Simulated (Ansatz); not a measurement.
Computed with Ansatz on PBE0-D4/def2-TZVP structures; ΔE is electronic, products minus reactants. CCSD(T)/CBS adds triple-zeta CCSD(T) − MP2 to the extrapolated MP2 energy (def2 sets, frozen cores). This one scheme is used for every species. DFT in def2-TZVPP. B3LYP here is the variant with VWN-RPA as its local correlation; programs differ in this. Each species was taken in one conformer, which may not be the lowest.

Reaction (substitution at a C–C bond): `CC(=O)C=C(C)C` + `OB(O)F` → `CC1=CC(C)=[O+][B-](O)(F)O1` + CH₄

Q: Is it downhill or uphill in electronic energy at CCSD(T)/CBS, and by how much? (An estimate is asked.)

A: The calculation gave: Downhill: ΔE = -33.5 kJ/mol.

Q: What do these levels give: B3LYP-D4, ωB97X-V, ωB97M-V, B2PLYP, PBE0, MP2/def2-TZVPP, SCS-MP2/def2-TZVPP, CCSD/def2-TZVPP, CCSD(T)/def2-TZVPP, HF/def2-QZVPP, MP2/def2-QZVPP, HF/CBS(def2)? (Estimate.)

A: Ansatz gave: B3LYP-D4 -44.5, ωB97X-V -49.7, ωB97M-V -47.1, B2PLYP -38.2, PBE0 -46.2, MP2/def2-TZVPP -35.1, SCS-MP2/def2-TZVPP -27.9, CCSD/def2-TZVPP -32.6, CCSD(T)/def2-TZVPP -37.6, HF/def2-QZVPP -27.1, MP2/def2-QZVPP -32.2, HF/CBS(def2) -26.9 kJ/mol.

Largest T1 diagnostic among the species: 0.016.

The D4 term adds −8.0 kJ/mol with B3LYP and −4.7 kJ/mol with PBE0; it sums over pairs of atoms, weighted by their polarisabilities, and B3LYP, whose exchange is more repulsive, gets the larger term. In def2-TZVPP, CCSD(T) changes the Hartree–Fock value by −9.2 kJ/mol (the triples alone add −5.0 kJ/mol) and MP2 by −6.6 kJ/mol.
